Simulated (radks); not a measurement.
Q: Valence configurations of La+ (all share [Xe]). Method: scalar-relativistic Kohn-Sham, LDA (Slater exchange, Perdew-Wang correlation), spin-polarised, spherical densities, finite nucleus; open shells are filled with parallel spins first (spin-orbit coupling, left out, can overturn this in heavy ions); Fermi nuclear charge, rms radius 4.855 fm; computed with a radial shooting solver on a logarithmic mesh with Libxc functionals. Order these by energy: 4f2; 4f0.5 5d1.5; 5d1 6s1; 5d1 6p1; 5d2; 4f1 5d1; 6s2.

A: From the lowest, in eV above it: 5d1 6s1 0.000; 5d2 0.120; 4f0.5 5d1.5 0.166; 6s2 0.815; 4f1 5d1 1.024; 5d1 6p1 3.133; 4f2 4.249. NIST lists [Xe] 5d2 as the ground configuration; this level of theory puts 5d1 6s1 lower, by 0.120 eV. The energies are those of spherical high-spin densities, not of single terms.
